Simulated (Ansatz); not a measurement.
The same path of CH4MgSe (7 atoms, charge 0, multiplicity 1) was run 3 times with different band settings.

The calculation used Ansatz 0.2.0, RKS PBE0/def2-SVP.

Relaxed end points:

```xyz
7
Properties=species:S:1:pos:R:3
C -1.140 0.857 -0.155
Mg 0.544 -0.374 -0.220
Se 2.519 -1.812 -0.330
H -1.076 1.594 0.664
H -1.265 1.426 -1.093
H -2.065 0.277 -0.001
H 2.482 -1.968 1.136
```

```xyz
7
Properties=species:S:1:pos:R:3
C -1.143 0.857 -0.141
Mg 0.458 -0.388 0.351
Se 2.330 -1.839 0.960
H -1.222 1.714 0.551
H -1.038 1.272 -1.158
H -2.105 0.320 -0.106
H 2.721 -1.936 -0.458
```

Common settings: movable images 7; climbing image yes; spring 5.0 eV/Å²; optimiser quadratic models (default); start path through a guess of the saddle point; end points relaxed.

| run | force threshold | iteration limit |
| --- | --- | --- |
| 1 | 0.03 eV/Å | 46 |
| 2 | 0.5 eV/Å | 53 |
| 3 | 0.5 eV/Å | 60 |

Question: What does each run give, and how far can it be trusted?

Answer: Run 1: converged after 11 iterations, highest image 0.000 eV above the first end. The top lies less than 8 meV above the higher end, about what the thresholds resolve: that end is a shoulder or a very shallow well. A vibrational analysis at the climbing image gives no mode beyond 40i cm⁻¹: the surface is too flat there to confirm a saddle point.
Run 2: converged after 6 iterations, highest image 0.007 eV above the first end. The threshold of 0.5 eV/Å is loose, so the images may lie well off the minimum-energy path. The top lies less than 8 meV above the higher end, about what the thresholds resolve: that end is a shoulder or a very shallow well. The order of the stationary point at the top wasn't checked.
Run 3: converged after 6 iterations, highest image 0.007 eV above the first end. The threshold of 0.5 eV/Å is loose, so the images may lie well off the minimum-energy path. The top lies less than 8 meV above the higher end, about what the thresholds resolve: that end is a shoulder or a very shallow well. The order of the stationary point at the top wasn't checked.
